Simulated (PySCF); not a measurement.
# Fractional electron number in Cu⁺ (copper, charge +1)

The 3d beta orbital of [Ar] 3d10 is emptied in steps (occupation f), with all orbitals relaxed, ending at [Ar] 3d9. All numbers are calculated (PySCF 2.14, the non-relativistic Hamiltonian (point nucleus), in aug-pcseg-2 (7s5p4d3f2g, 81 functions)). The exact energy is a straight line in f; departures are measured from the line between the end points of the same method.

```
  f  LDA (eV)  PBE (eV)
  1     0.000     0.000
0.9    -0.689    -0.663
0.7    -1.630    -1.568
0.5    -1.968    -1.890
0.3    -1.675    -1.605
0.1    -0.727    -0.695
  0     0.000     0.000
```

```json
{"method": "LDA", "E(f=0) − E(f=1) (eV)": "21.704", "−ε at f=1 (eV)": "14.112", "−ε at f=0.5 (eV)": "21.573"}
{"method": "PBE", "E(f=0) − E(f=1) (eV)": "21.079", "−ε at f=1 (eV)": "13.765", "−ε at f=0.5 (eV)": "20.967"}
```

Orbital energy along the path (eV):

| f | LDA | PBE |
| --- | --- | --- |
| 1 | -14.112 | -13.765 |
| 0.9 | -15.531 | -15.139 |
| 0.7 | -18.483 | -17.992 |
| 0.5 | -21.573 | -20.967 |
| 0.3 | -24.789 | -24.049 |
| 0.1 | -28.120 | -27.224 |
| 0 | -29.823 | -28.841 |

Reference removal energy between the ground levels: 20.292 eV (measured; NIST Atomic Spectra Database, ionization energies). The calculation has no spin-orbit coupling.
